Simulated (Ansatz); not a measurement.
Reaction (formal exchange of groups at the Al–C bond): `N=[C](O)[AlH][F]` + `[SiH3]Cl` → `[F][AlH][SiH2]Cl` + `N=CO`

Program: Ansatz. Geometries: PBE0-D4/def2-TZVP. ΔE: electronic, gas phase. CCSD(T)/CBS is the MP2 limit (def2-TZVPP, def2-QZVPP) plus CCSD(T) − MP2 in def2-TZVPP, frozen cores. This one scheme is used for every species. DFT in def2-TZVPP. B3LYP here is the variant with VWN-RPA as its local correlation; programs differ in this. HSE06 is defined as in plane-wave codes. Each species was taken in one conformer, which may not be the lowest.

```tsv
level	ΔE (kJ/mol)	difference from CCSD(T)/CBS
LDA (SPW92)	-24.6	-10.2
BLYP-D4	-11.9	2.5
r2SCAN-D4	-17.5	-3.1
B97M-V	-17.0	-2.6
PBE0-D4	-26.0	-11.6
B3LYP-D4	-14.6	-0.2
r2SCANh-D4	-18.4	-4.0
BHLYP-D4	-16.4	-2.0
CAM-B3LYP-D4	-13.0	1.4
ωB97X-V	-16.7	-2.3
ωB97M-V	-9.4	5.0
B2PLYP	-11.4	3.0
PBE-QIDH	-19.7	-5.3
PBE	-24.9	-10.5
revPBE	-25.1	-10.7
BLYP	-13.1	1.3
r2SCAN	-17.6	-3.2
PBE0	-26.1	-11.7
B3LYP	-15.0	-0.6
r2SCANh	-18.5	-4.1
r2SCAN0	-19.7	-5.3
HSE06	-26.0	-11.6
BHLYP	-15.3	-0.9
CAM-B3LYP	-12.9	1.5
LC-ωPBE	-22.2	-7.8
RPA@PBE/def2-TZVPP	-10.1	4.3
HF/def2-SVP	-16.1	-1.7
MP2/def2-SVP	-6.4	8.0
CCSD/def2-SVP	-12.6	1.8
CCSD(T)/def2-SVP	-11.1	3.3
HF/def2-TZVPP	-16.5	-2.1
MP2/def2-TZVPP	-7.2	7.2
SCS-MP2/def2-TZVPP	-7.4	7.0
CCSD/def2-TZVPP	-14.2	0.2
CCSD(T)/def2-TZVPP	-12.7	1.7
MP2/def2-QZVPP	-8.1	6.3
SCS-MP2/def2-QZVPP	-8.2	6.2
HF/CBS(def2)	-16.2	-1.8
MP2/CBS(def2)	-8.9	5.5
CCSD/CBS(def2)	-15.9	-1.5
CCSD(T)/CBS	-14.4	0
```

Largest T1 diagnostic among the species: 0.015.

Leaving LDA and LC-ωPBE aside and taking each functional with its dispersion term where it has one, the values, not all of them listed here, spread over 16.6 kJ/mol, from HSE06-D4 to ωB97M-V. At CCSD(T), def2-SVP lies +3.3 kJ/mol from the extrapolated value and def2-TZVPP +1.7 kJ/mol.
